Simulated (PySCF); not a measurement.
CH7AlGe, SMILES [CH3][AlH][GeH3]. Atoms are numbered in the order given.

```xyz
10

Al    -1.2585     0.2974    -0.4366
Ge     0.8533    -0.6414     0.4850
H      1.2533    -1.9798    -0.2064
H      2.0835     0.3033     0.3509
H      0.7296    -0.9825     2.0010
H     -2.5836    -0.6093    -0.3698
C     -1.3645     2.0917    -1.2345
H     -2.1158     2.7096    -0.6952
H     -1.7226     2.0251    -2.2854
H     -0.4029     2.6424    -1.2340
```

Coordinates come from a PBE-D3(BJ)/def2-SVP optimisation. The structure was generated by enumeration; whether it is a known compound was not checked.

All values below come from TDDFT-PBE/def2-SVPD in PySCF 2.14.0.

Vertical excitations. The molecule is in vacuum.

```
state  energy (eV)  λ (nm)      f                                              main pairs
-----  -----------  ------  -----  ------------------------------------------------------
S1            4.03     308  0.004                                          HOMO→LUMO 99 %
S2            4.57     272  0.001                                       HOMO−1→LUMO 100 %
S3            5.59     222  0.001                                        HOMO−3→LUMO 99 %
S4            5.63     220  0.027                      HOMO→LUMO+1 62 %, HOMO−2→LUMO 36 %
S5            5.82     213  0.100                      HOMO−2→LUMO 59 %, HOMO→LUMO+1 30 %
S6            6.20     200  0.121                    HOMO→LUMO+2 73 %, HOMO−1→LUMO+1 15 %
S7            6.33     196  0.049                    HOMO−1→LUMO+1 79 %, HOMO→LUMO+2 13 %
S8            6.71     185  0.002                    HOMO−1→LUMO+2 65 %, HOMO→LUMO+3 29 %
S9            6.78     183  0.002                                        HOMO→LUMO+4 88 %
S10           6.86     181  0.250  HOMO→LUMO+3 46 %, HOMO→LUMO+5 26 %, HOMO−1→LUMO+2 14 %
T1            3.50     355      0                                          HOMO→LUMO 99 %
T2            4.26     291      0                                        HOMO−1→LUMO 99 %
T3            5.22     238      0                      HOMO→LUMO+1 74 %, HOMO−2→LUMO 24 %
T4            5.38     231      0                      HOMO−2→LUMO 75 %, HOMO→LUMO+1 24 %
```
Triplets are in the Tamm–Dancoff approximation, which puts them higher than full response would, so one can lie above its singlet here.
